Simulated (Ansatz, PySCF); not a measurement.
This Ansatz (a first-principles code) input computes a SVWN5/def2-TZVPD energy:

Ansatz 0.2 input:
```yaml
crystal:
  periodic: [false, false, false]
  atoms:
    - {symbol: F, position_ang: [-1.32388716, -0.37054190, 0.06138857]}
    - {symbol: Si, position_ang: [-0.01157226, 0.43205305, -0.00961660]}
    - {symbol: F, position_ang: [1.34188846, -0.30154062, -0.04642942]}
basis:
  gaussian:
    orbitals: def2-TZVPD
hamiltonian:
  xc: {name: SVWN5}
total_charge: 1
magnetization: {spin_polarized: true, initial_magnetization: 1}
output: {forces: true}
```

Problem. Write an input for the same energy in PySCF and say what it gives.

Solution. 
```python
from pyscf import gto, scf, dft

mol = gto.M(
    atom='''
    F    -1.32388716   -0.37054190    0.06138857
    Si   -0.01157226    0.43205305   -0.00961660
    F     1.34188846   -0.30154062   -0.04642942
    ''',
    basis='def2-tzvpd',
    charge=1,
    spin=1,
    verbose=4,
)

mf = dft.UKS(mol, xc='svwn').density_fit(auxbasis='def2-universal-jkfit')
mf.grids.level = 3
mf.conv_tol = 1e-9
mf.max_cycle = 100
mf.max_memory = 1500
mf.kernel()
if not mf.converged:
    mf = mf.newton()
    mf.kernel(mf.make_rdm1())
for _ in range(2):
    mo, _, stable, _ = mf.stability(return_status=True)
    if stable:
        break
    mf.kernel(mf.make_rdm1(mo, mf.mo_occ))
mf.analyze()
```
It gives -486.57681 Eh, and Ansatz -486.57676 Eh, a difference of 0.05 mEh, from the treatment of integrals and grids.
